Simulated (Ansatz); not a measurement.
Ansatz (an electronic-structure program) input:

Ansatz 0.2 input:
```yaml
crystal:
  periodic: [false, false, false]
  atoms:
    - {symbol: Sn, position_ang: [-0.00826523, 0.00977291, 0.50569272]}
    - {symbol: F, position_ang: [1.85156646, -1.10310595, -0.12335962]}
    - {symbol: F, position_ang: [0.02407173, 2.17542335, -0.12709718]}
    - {symbol: F, position_ang: [-1.90076269, -1.05029963, -0.11652698]}
basis:
  gaussian:
    orbitals: def2-TZVP
hamiltonian:
  xc: b3lyp
  dispersion: d3bj
total_charge: -1
relax: {f_tol: 0.002, max_steps: 150}
```

Predict the final energy.

-514.26420 Eh (B3LYP-D3(BJ)/def2-TZVP). The basis has 143 functions. The run takes roughly 22 core-seconds.
